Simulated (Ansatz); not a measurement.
# A relaxation, step by step

CH₈GeS, closed shell, PBE0-D4/def2-TZVP (Ansatz 0.2.0). Settings:

```yaml
hamiltonian: {xc: pbe0, dispersion: d4}
relax: {f_tol: 0.005, max_steps: 200}
```

Start, a step off a saddle point along its unstable mode:

```json
{"atom": "Ge1", "x (Å)": "-0.6687", "y (Å)": "-0.1414", "z (Å)": "0.4243"}
{"atom": "S2", "x (Å)": "1.9467", "y (Å)": "-1.1398", "z (Å)": "-0.1063"}
{"atom": "H3", "x (Å)": "-1.0483", "y (Å)": "-1.6456", "z (Å)": "0.0064"}
{"atom": "H4", "x (Å)": "-1.8005", "y (Å)": "0.2427", "z (Å)": "1.4142"}
{"atom": "C5", "x (Å)": "-0.4700", "y (Å)": "1.0937", "z (Å)": "-1.0551"}
{"atom": "H6", "x (Å)": "1.2817", "y (Å)": "-0.3990", "z (Å)": "0.9995"}
{"atom": "H7", "x (Å)": "0.3406", "y (Å)": "0.2156", "z (Å)": "1.6279"}
{"atom": "H8", "x (Å)": "1.6932", "y (Å)": "-2.2453", "z (Å)": "0.6161"}
{"atom": "H9", "x (Å)": "-1.4094", "y (Å)": "1.6178", "z (Å)": "-1.1768"}
{"atom": "H10", "x (Å)": "0.3085", "y (Å)": "1.8082", "z (Å)": "-0.7767"}
{"atom": "H11", "x (Å)": "-0.1736", "y (Å)": "0.5930", "z (Å)": "-1.9737"}
```

```csv
step,energy less the last (meV),largest force component (eV/Å)
1,1404.3,1.621
2,676.9,1.276
3,363.3,1.368
4,140.8,0.281
5,69.9,0.118
6,43.4,0.089
7,34.5,0.363
8 (rejected trial),93.0,0.965
9,16.9,0.084
10,12.8,0.207
11,8.3,0.145
12,4.8,0.088
13,3.3,0.113
14,2.0,0.058
15,1.3,0.004
16,0.7,0.039
17,0.5,0.035
18,0.3,0.021
19,0.2,0.027
20,0.1,0.022
21,0.1,0.025
22,0.0,0.008
23,0.0,0.004
24,0.0,0.002
```

Step 9, positions (Å) and forces (eV/Å):

```
atom       x       y       z      Fx      Fy      Fz
 Ge1  -1.068   0.065   0.639  -0.069  -0.061   0.016
  S2   2.511  -1.382  -0.289   0.006  -0.014  -0.005
  H3  -1.274  -1.425   0.299   0.016   0.048   0.002
  H4  -2.391   0.608   1.214   0.009   0.008   0.014
  C5  -0.542   1.088  -0.937  -0.053   0.033   0.084
  H6   2.320  -0.607   0.789   0.011   0.026   0.014
  H7  -0.002   0.163   1.747   0.017  -0.008  -0.007
  H8   1.769  -2.369   0.235  -0.010  -0.018  -0.013
  H9  -1.421   1.324  -1.538   0.029  -0.010  -0.023
 H10  -0.067   2.019  -0.627  -0.018   0.036  -0.026
 H11   0.164   0.515  -1.532   0.063  -0.040  -0.055
```

Step 12, positions (Å) and forces (eV/Å):

```csv
atom,x,y,z,Fx,Fy,Fz
Ge1,-1.070,0.081,0.656,0.003,-0.002,-0.012
S2,2.534,-1.421,-0.299,-0.043,-0.047,0.033
H3,-1.291,-1.403,0.309,-0.001,0.004,0.004
H4,-2.376,0.641,1.251,0.005,-0.002,0.006
C5,-0.543,1.091,-0.927,-0.023,0.055,-0.030
H6,2.391,-0.667,0.802,0.003,-0.008,-0.009
H7,0.022,0.161,1.741,-0.005,-0.001,0.002
H8,1.656,-2.334,0.153,0.041,0.050,-0.026
H9,-1.373,1.138,-1.637,0.088,-0.007,0.051
H10,-0.262,2.109,-0.647,-0.030,-0.074,-0.037
H11,0.311,0.605,-1.403,-0.041,0.032,0.018
```

Step 17, positions (Å) and forces (eV/Å):

```json
{"atom": "Ge1", "x": "-1.037", "y": "0.105", "z": "0.670", "Fx": "-0.008", "Fy": "-0.016", "Fz": "0.017"}
{"atom": "S2", "x": "2.522", "y": "-1.486", "z": "-0.301", "Fx": "-0.015", "Fy": "0.008", "Fz": "0.035"}
{"atom": "H3", "x": "-1.159", "y": "-1.399", "z": "0.355", "Fx": "0.002", "Fy": "0.017", "Fz": "0.003"}
{"atom": "H4", "x": "-2.386", "y": "0.587", "z": "1.238", "Fx": "0.011", "Fy": "-0.003", "Fz": "-0.004"}
{"atom": "C5", "x": "-0.553", "y": "1.109", "z": "-0.929", "Fx": "0.009", "Fy": "0.003", "Fz": "-0.010"}
{"atom": "H6", "x": "2.483", "y": "-0.833", "z": "0.872", "Fx": "-0.006", "Fy": "-0.027", "Fz": "-0.035"}
{"atom": "H7", "x": "0.033", "y": "0.276", "z": "1.768", "Fx": "-0.008", "Fy": "0.001", "Fz": "-0.009"}
{"atom": "H8", "x": "1.474", "y": "-2.257", "z": "0.033", "Fx": "0.020", "Fy": "0.019", "Fz": "-0.001"}
{"atom": "H9", "x": "-1.319", "y": "0.989", "z": "-1.696", "Fx": "0.007", "Fy": "0.004", "Fz": "0.007"}
{"atom": "H10", "x": "-0.455", "y": "2.170", "z": "-0.695", "Fx": "-0.003", "Fy": "-0.012", "Fz": "-0.005"}
{"atom": "H11", "x": "0.398", "y": "0.740", "z": "-1.316", "Fx": "-0.009", "Fy": "0.007", "Fz": "0.002"}
```

Last step (24):

```
11
angstrom
Ge -1.0202 0.1246 0.6891
S 2.5411 -1.4519 -0.2823
H -1.1061 -1.3885 0.4088
H -2.3818 0.5873 1.2398
C -0.5533 1.1020 -0.9318
H 2.3804 -0.9186 0.9384
H 0.0404 0.3461 1.7851
H 1.4870 -2.2662 -0.1202
H -1.3070 0.9373 -1.7026
H -0.4935 2.1710 -0.7243
H 0.4132 0.7567 -1.2999
```

The run took about 45 s on 4 CPU threads of an Arm Neoverse V2 (shared host).
